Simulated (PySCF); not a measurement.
Species: (BeSe)4 ring, Be₄Se₄.
Cartesian coordinates in Å at the PBE0-D3(BJ)/def2-SVP level; atoms count from 1:
```xyz
8
Be4Se4 angstrom
Be    -0.021   -1.894    0.242
Se     1.543   -1.681    1.509
Be     1.850    0.016    0.447
Se     2.040    1.718   -0.633
Be     0.054    1.871   -0.265
Se    -1.931    1.891    0.130
Be    -1.816   -0.040   -0.468
Se    -1.581   -1.966   -1.046
```

Level of theory: PySCF 2.14.0, PBE0-D3(BJ)/def2-SVP geometry optimisation, gas phase.

Problem. Which atoms are bound to Be1, and at what distances?

Solution. 2 atoms: Se2 2.024 Å, Se8 2.024 Å. The nearest atom not counted as bound is Be7, at 2.68 Å (others tie with it).

Problem. What is the shape at Be1?

Solution. Almost linear: angle 176.0°.

Problem. Give some angles away from the centre.

Solution. Be1–Se2–Be3 82.9°, Se2–Be3–Se4 176.6°.

Problem. What are the rotational constants (commonest isotopes, rigid rotor)?

Solution. A = 368.5, B = 367.1, C = 222.6 MHz: an oblate symmetric top.

Point group: D2d (tolerance 0.08 Å). Charge 0, singlet. Not checked by PBE0-D3(BJ)/def2-SVP frequencies.

Time: 12 min; peak memory 0.95 GiB. Hardware: AMD EPYC, one thread, no GPU, on a shared host. These figures are those of the optimisation.
